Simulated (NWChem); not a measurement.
CH₅AlO₂; SMILES [CH3][Al]([OH])[OH]

```xyz
9

Al    -0.0014     0.0488     0.0011
C     -0.0463    -1.8858     0.0002
H      0.4045    -2.2854    -0.9230
H     -1.0741    -2.2721     0.0718
H      0.5361    -2.2951     0.8413
O     -1.4725     0.9099     0.0001
H     -1.6065     1.8574    -0.0037
O      1.5140     0.8288     0.0001
H      1.7046     1.7664    -0.0041
```
Atoms are numbered in this order, from 1.

Computed with NWChem. Pople sets run with spherical d functions. STO-3G and 3-21G are far too small for this property and stand as cheap habits. Geometry: optimised at PBE0/def2-SVP. Vertical excitations in the gas phase; the lowest state need not have the same character in each row.

```
level                          basis functions  lowest excitation, singlet (eV)  lowest state with f > 0.02, singlet (eV)  orbital gap (eV)  relative time
-----------------------------  ---------------  -------------------------------  ----------------------------------------  ----------------  -------------
Hartree-Fock/3-21G, CIS                     50                             8.56                                      8.92             15.13              1
Hartree-Fock/6-31G*, CIS                    70                             8.91                                      8.98             14.77              4
Hartree-Fock/6-31+G*, CIS                   86                             8.28                                      8.28             12.87              9
Hartree-Fock/def2-SVP, CIS                  85                             8.92                                      8.92             14.67              5
Hartree-Fock/def2-SVPD, CIS                130                             8.40                                      8.40             13.05             20
Hartree-Fock/aug-cc-pVDZ, CIS              141                             8.22                                      8.22             12.43             40
```

The last column is a rough cost ratio, cheapest run = 1.
